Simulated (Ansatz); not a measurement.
A run for Ansatz (a first-principles code): R-PBE/def2-TZVPP on Cl2Ge (SMILES [Cl][Ge][Cl]).

Ansatz 0.2 input:
```yaml
crystal:
  periodic: [false, false, false]
  atoms:
    - {symbol: Ge, position_ang: [-0.00000000, 0.00000000, -0.94094149]}
    - {symbol: Cl, position_ang: [1.69362075, -0.00000000, 0.47047074]}
    - {symbol: Cl, position_ang: [-1.69362075, -0.00000000, 0.47047074]}
basis:
  gaussian:
    orbitals: def2-TZVPP
hamiltonian:
  xc: {name: PBE}
scf: {lower_state_search: off}
```

Program output:

```
WARN ansatz: RAYON_NUM_THREADS=4 ignored (pool sized by the plan → 4); use --threads N
Functional definition: PBE
these checks for a lower state are left out or cut short: stability, starts, cluster_reference, orbital_swaps, neighbouring_geometries, increment
integrals: 0.06 GiB planned
946 factors; their error is unknown
mean field: 0.38 GiB planned
mean field evaluation 1: about -81546.6265 eV, gradient 2.9e1 eV
mean field evaluation 2: about -81539.8322 eV, gradient 6.2e1 eV
mean field evaluation 4: about -81548.0892 eV, gradient 2.2e0 eV
mean field evaluation 8: about -81548.1047 eV, gradient 3.9e-2 eV
mean field evaluation 16: about -81548.0776 eV, gradient 1.4e-5 eV
mean field -81548.07763227 eV, -2996.8365777138 hartree, gradient 8.0e-7 eV, S^2 0.000000; 0 other end points of the search recorded, 0 dependent functions left out
reference -81548.07766301 eV, -2996.8365788433 hartree; 33, 33 occupied and 99, 99 virtual orbitals, 946 factors
Total energy: -81548.07766301 eV, -2996.8365788433 hartree
Checks for a lower state left out: stability, starts, cluster_reference, orbital_swaps, neighbouring_geometries, increment
```

The calculation finished and met its thresholds.

Cost: about 1.1 core-seconds (a rough figure).
